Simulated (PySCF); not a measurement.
Phenanthrene, C14H10, SMILES c1c2c(ccc1)ccc1c2cccc1, GFN2-xTB optimised geometry.

```
24

C     -1.78    -3.07     0.00
C     -2.48    -1.86     0.00
C     -1.81    -0.66     0.00
C     -0.41    -0.61     0.00
C      0.30    -1.84     0.00
C     -0.41    -3.05     0.00
C      1.72    -1.83     0.00
C      2.42    -0.67     0.00
C      1.75     0.58     0.00
C      2.48     1.78     0.00
C      1.85     3.00     0.00
C      0.46     3.05     0.00
C     -0.28     1.89     0.00
C      0.33     0.63     0.00
H     -2.31    -4.01     0.00
H     -3.56    -1.88     0.00
H     -2.39     0.25     0.00
H      0.15    -3.97     0.00
H      2.24    -2.78     0.00
H      3.50    -0.67     0.00
H      3.56     1.73     0.00
H      2.42     3.91     0.00
H     -0.04     4.01     0.00
H     -1.36     1.97     0.00
```

Density from CAM-B3LYP/def2-SVP run with PySCF at that geometry.

Minimum of the electron density along straight lines between bonded atoms, close to the bond critical point (lines longer than 1.1 times the sum of covalent radii, or with two minima, are not listed):

```csv
bond,length / Å,ρ at the minimum / e bohr⁻³,∇²ρ there / e bohr⁻⁵,position (fraction from the first atom)
C1–C2,1.395,0.309,-0.80,0.50
C2–C3,1.373,0.321,-0.84,0.50
C3–C4,1.404,0.304,-0.77,0.50
C4–C5,1.415,0.300,-0.75,0.50
C1–C6,1.371,0.322,-0.85,0.50
C5–C6,1.404,0.305,-0.78,0.50
C5–C7,1.424,0.295,-0.75,0.50
C7–C8,1.351,0.333,-0.89,0.50
C8–C9,1.424,0.295,-0.75,0.50
C9–C10,1.404,0.305,-0.78,0.50
C10–C11,1.371,0.322,-0.85,0.50
C11–C12,1.395,0.309,-0.80,0.50
C12–C13,1.373,0.321,-0.84,0.50
C4–C14,1.443,0.284,?,0.50
C9–C14,1.415,0.300,-0.75,0.50
C13–C14,1.404,0.304,-0.77,0.50
C1–H15,1.080,0.284,-1.09,0.63
C2–H16,1.080,0.284,-1.09,0.63
C3–H17,1.079,0.285,-1.09,0.63
C6–H18,1.081,0.283,-1.08,0.63
C7–H19,1.081,0.283,-1.08,0.63
C8–H20,1.081,0.283,-1.08,0.63
C10–H21,1.081,0.283,-1.08,0.63
C11–H22,1.080,0.284,-1.09,0.63
C12–H23,1.080,0.284,-1.09,0.63
C13–H24,1.079,0.285,-1.09,0.63
```

Question: Complete the blanks.

Answer: 
- C4–C14, ∇²ρ there / e bohr⁻⁵: -0.70
